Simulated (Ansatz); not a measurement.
Basis sets compared for In5Sb5H18, a cluster cut from wurtzite InSb (hydrogen-capped). Charge 0, multiplicity 1. Geometry PBE-D4/def2-SVP. Ansatz on 2 threads of AMD EPYC 7R13 on a shared host and a share (18 GiB) of an NVIDIA H100 80GB HBM3; times are rough, and most runs start from earlier orbitals.

```xyz
28

Sb    4.152    1.683    0.926
In    2.870   -0.327    2.635
Sb    0.460   -0.869    1.130
In   -1.024   -3.188    2.018
Sb   -2.925   -3.514   -0.192
In    3.336    4.157   -0.354
Sb    0.829    2.896   -1.202
In   -1.065    1.377    0.344
Sb   -2.705    0.299   -1.762
In   -4.759   -1.790   -1.636
H     5.621    2.099    1.722
H     4.931    0.816   -0.338
H     3.895   -1.725    2.495
H     2.404    0.565    4.054
H     1.044   -1.329   -0.426
H     0.032   -4.564    1.885
H    -2.019   -2.682    3.353
H    -2.078   -4.337   -1.443
H    -3.892   -4.876    0.226
H     4.280    4.416   -1.789
H     2.865    5.261    0.901
H     1.281    1.724   -2.376
H    -0.065    3.865   -2.310
H    -1.946    2.326    1.503
H    -1.492   -0.315   -2.814
H    -3.141    1.604   -2.797
H    -5.922   -1.190   -0.495
H    -4.970   -2.383   -3.255
```

In the def2 sets In, Sb take a core potential; there is no spin–orbit coupling. Single mean-field runs in def2-TZVP are fitted with def2-universal-jkfit.

Binding counts from free atoms (Sb quartet, In doublet, H doublet) in the same basis, without a counterpoise term.

```csv
level,functions,energy (Eh),HOMO (eV),LUMO (eV),binding per atom (eV),wall time
PBE-D4/def2-SVP,350,-2162.7203,-5.80,-2.61,2.12,4.2 s
PBE0-D4/def2-SVP,350,-2162.8093,-6.67,-1.96,2.10,7 s
```

Estimate the rows for PBE-D4/def2-TZVP (with forces), PBE0-D4/def2-TZVP.


```
                         level  functions  energy (Eh)  HOMO (eV)  LUMO (eV)  binding per atom (eV)  wall time
PBE-D4/def2-TZVP (with forces)        608   -2162.8133      -5.86      -2.71                   2.13      5.5 s
             PBE0-D4/def2-TZVP        608   -2162.8900      -6.70      -2.03                   2.13      4.5 s
```
